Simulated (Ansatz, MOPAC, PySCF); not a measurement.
Stepwise substitution at one centre (B SiH3-I). All species are isolated molecules in the gas phase. Strings in code marks are SMILES.

Quantity: redistribution energy (mixed species minus the weighted end members), in kcal/mol. Semi-empirical values (MOPAC) are differences of heats of formation.

Level 1: r2SCAN-D4/def2-TZVP (PySCF)
Level 2: HF/def2-TZVPP // r2SCAN-D4/def2-TZVP (Ansatz, an electronic-structure program)
Level 3: AM1 // r2SCAN-D4/def2-TZVP (MOPAC)
Level 4: PM7 // r2SCAN-D4/def2-TZVP (MOPAC)

```json
[
 {"species": "2 of 3 SiH3 replaced by I: `[SiH3]B(I)I`", "level 1": "-3.17", "level 2": "-3.96", "level 3": "-2.66", "level 4": "-2.64"},
 {"species": "1 of 3 SiH3 replaced by I: `B([SiH3])(I)[SiH3]`", "level 1": "-2.18", "level 2": "-3.44", "level 3": "-2.84", "level 4": "-1.86"}
]
```
